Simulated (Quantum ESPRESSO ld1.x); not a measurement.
The praseodymium ion Pr5+, configuration [Xe] (the NIST ground configuration).

Method: Dirac Kohn-Sham, relativistic LDA (MacDonald-Vosko exchange, VWN5 correlation), spin-unpolarised, spherical densities, point nucleus; computed with ld1.x of Quantum ESPRESSO 7.5.

Energy parts (hartree):
| part | energy |
|---|---|
| total | -9216.31 |
| kinetic | 9883.91 |
| electron-nucleus | -22339.23 |
| Hartree | 3431.32 |
| exchange-correlation | -192.31 |

Orbitals (lengths in bohr, moments of r in powers of bohr; r(90%) holds 90 % of the orbital's charge):
orbital  occ.  eigenvalue (hartree)  r(90%)      <r>  small-component weight
1s1/2       2              -1528.52  0.0436  0.02419                4.75e-02
2s1/2       2              -248.476   0.160   0.1029                1.03e-02
2p1/2       2              -235.248   0.142  0.08629                1.04e-02
2p3/2       4              -217.720   0.150  0.09257                9.75e-03
3s1/2       2              -55.9148   0.401   0.2730                3.19e-03
3p1/2       2              -50.2403   0.394   0.2624                3.13e-03
3p3/2       4              -46.7680   0.411   0.2747                2.96e-03
3d3/2       4              -36.7841   0.384   0.2457                2.84e-03
3d5/2       6              -36.0327   0.390   0.2495                2.79e-03
4s1/2       2              -13.2917   0.888   0.6188                1.01e-03
4p1/2       2              -11.1499   0.922   0.6343                9.48e-04
4p3/2       4              -10.3757   0.960   0.6611                8.89e-04
4d3/2       4              -6.82549    1.05   0.7044                7.49e-04
4d5/2       6              -6.68546    1.07   0.7135                7.34e-04
5s1/2       2              -3.58449    1.97    1.388                2.64e-04
5p1/2       2              -2.92661    2.15    1.505                2.26e-04
5p3/2       4              -2.78206    2.24    1.565                2.12e-04

The highest occupied level is 5p3/2 at -75.704 eV. Summed over all electrons, <r^2> = 31.44 bohr^2, which gives a Langevin (diamagnetic) susceptibility term of -24.9 x 10^-6 cm^3/mol.
